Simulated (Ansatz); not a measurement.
The same path of C₂H₅Al₂FGeO (12 atoms, charge 0, multiplicity 1) was run twice with different band settings. Lost on the way: Al2–H9. Made: Al3–H9.

Method: Ansatz, RHF/def2-SVP.

Relaxed end points:

```xyz
12
Properties=species:S:1:pos:R:3
O -1.875 -3.534 1.218
Al -0.770 -2.569 0.369
Al -1.053 0.020 0.339
F -2.507 0.636 0.871
C 0.290 1.298 -0.237
C 0.511 2.593 -0.425
Ge 2.089 1.646 -0.880
H -2.644 -3.299 1.707
H 0.383 -3.362 -0.360
H -0.080 3.494 -0.306
H 3.275 1.617 0.077
H 2.457 1.406 -2.339
```

```xyz
12
Properties=species:S:1:pos:R:3
O -0.882 -3.050 2.327
Al -1.061 -2.041 1.032
Al -1.388 -0.101 -1.156
F -2.922 0.405 -0.733
C 0.131 1.009 -0.636
C 0.497 2.198 -0.181
Ge 2.061 1.173 -0.456
H -0.785 -3.606 3.074
H -1.282 -1.063 -2.399
H -0.027 3.103 0.105
H 2.779 0.526 0.727
H 2.957 1.391 -1.670
```

Common settings: movable images 5; climbing image yes; optimiser quadratic models (default); start path through a guess of the saddle point; force threshold 0.05 eV/Å; iteration limit 60; end points relaxed.

| run | spring |
| --- | --- |
| 1 | 5.0 eV/Å² |
| 2 | 2.0 to 10.0 eV/Å², energy-weighted |

(1) What does each run give, and how far can it be trusted?

## Answers

(1) Run 1: converged after 29 iterations, highest image 0.959 eV above the first end. A vibrational analysis at the climbing image gives one clearly imaginary mode, 263i cm⁻¹: a first-order saddle point.
Run 2: converged after 25 iterations, highest image 0.959 eV above the first end. Another band between the same ends (5 images) ends at a top of the same energy, where a vibrational analysis finds 1 clearly imaginary mode.
The orbitals stay closed-shell, which can raise the energy where a bond breaks towards radicals; this wasn't checked here.
